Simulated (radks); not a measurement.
The numbers below are computed, except where a source is named.
Q: Radial electron density D(r) = 4 pi r^2 rho(r) of an atom or ion with 58 electrons. Code: a radial shooting solver on a logarithmic mesh with Libxc functionals. Model: scalar-relativistic Kohn-Sham, PBE, spin-polarised, spherical densities, finite nucleus; Fermi nuclear charge, rms radius of each element as measured or else 0.836 A^(1/3) + 0.57 fm.

```
   r/bohr * D(r) (the largest magnitude, 121, reaches the edge; | marks zero)
 0.002865 |           *
 0.003761 |                *
 0.004936 |                      *
 0.006479 |                            *
 0.008505 |                                   *
  0.01116 |                                       *
  0.01465 |                                         *
  0.01923 |                                       *
  0.02525 |                                    *
  0.03314 |                                      *
  0.04349 |                                              *
  0.05709 |                                                      *
  0.07494 |                                                    *
  0.09836 |                                           *
   0.1291 |                                           *
   0.1695 |                                                 *
   0.2224 |                                         *
    0.292 |                         *
   0.3832 |                       *
    0.503 |                          *
   0.6603 |                  *
   0.8667 |        *
    1.138 |  *
    1.493 |*
     1.96 *
    2.572 *
    3.377 *
```

What is the nuclear charge?

A: Z = 68. The innermost maximum, from 1s, lies near gamma/Z bohr with gamma = sqrt(1 - (Z/c)^2) = 0.868, here 0.0128 bohr (found: 0.0140), and its height grows with Z. The density is that of the erbium ion Er10+ in [Kr] 4d10 4f10 5s2; the configuration itself is not fixed sharply by these data, and Z only to a few units. D(r) has 4 maxima, at r = 0.0140, 0.0628, 0.175, 0.476 bohr, and minima at 0.0269, 0.115, 0.340 bohr, inside which lie 1.93, 11.13, 29.69 electrons.
